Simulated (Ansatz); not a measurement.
Problem. Name a neutral molecule of C, Ga, Se and H with zero-point energy (PBE0-D4/def2-TZVP) between 208 and 224 kJ/mol and LUMO energy (PBE0/def2-TZVPP) between -1.10 and -0.80 eV (Ansatz, PBE0-D4/def2-TZVP geometry).

Solution. `[CH3][GaH][Se]C` (211.4 kJ/mol, -1.05 eV). Other molecules can fit too; these were computed, each in one conformer that needn't be the lowest.
